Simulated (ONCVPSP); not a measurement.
## Building the ONCV potential for Cl (Z = 17) (Wu-Cohen, non-relativistic).

* Element: chlorine
* Generator: ONCVPSP 4.0.1
* Type: optimised norm-conserving Vanderbilt (ONCV)
* Functional: Wu-Cohen
* Relativity: non-relativistic
* Frozen core: [Ne]
* Valence charge: 7
* Reference configuration: 3s2 3p2 (charge +3)
* Partial waves: 3s: rc 1.00 bohr, ncon 3, nbas 7, qcut 5.9 1/bohr, 2 projectors, debl 3 Ha; 3p: rc 1.05 bohr, ncon 5, nbas 10, qcut 9.5 1/bohr, 2 projectors, debl 3.7 Ha
* Local potential: polynomial inside 0.70 bohr (lpopt 5, dvloc0 0 Ha)
* Core correction: Teter function, fcfact 5.5, rcfact 1.45

All-electron outer shells of the reference configuration (Wu-Cohen, non-relativistic, ld1.x):

| shell | level (eV) | outermost node (bohr) | outermost maximum (bohr) |
| --- | --- | --- | --- |
| 2s | -295.54 | 0.12 | 0.36 |
| 2p | -236.65 | – | 0.30 |
| 3s | -58.63 | 0.55 | 1.23 |
| 3p | -45.12 | 0.52 | 1.31 |

Question: Estimate the cutoffs (Ha) at which the residual kinetic energy of the hardest occupied pseudo-wave falls to 1 and 0.1 mHa per electron.

Answer: 99 Ha and 288 Ha.

Question: What does a ghost test show?

Answer: Ghosts flagged at negative energy: s at -315.3 eV, p at -163.5 eV; no localised positive-energy state flagged. A true bound ghost makes a file unfit for plane-wave use.

Question: Which valence shell sets the plane-wave cutoff?

Answer: 3p: 99 Ha for 1 mHa per electron, against 46 Ha for 3s.

Question: Tests: 3s2 3p5; 3s2 3p4; 3s2 3p3; 3s1 3p6. Which has the largest error in its energy relative to the reference configuration, and how large is it?

Answer: 3s1 3p6, with +13 meV (all-electron minus pseudo) on -65.68 eV.
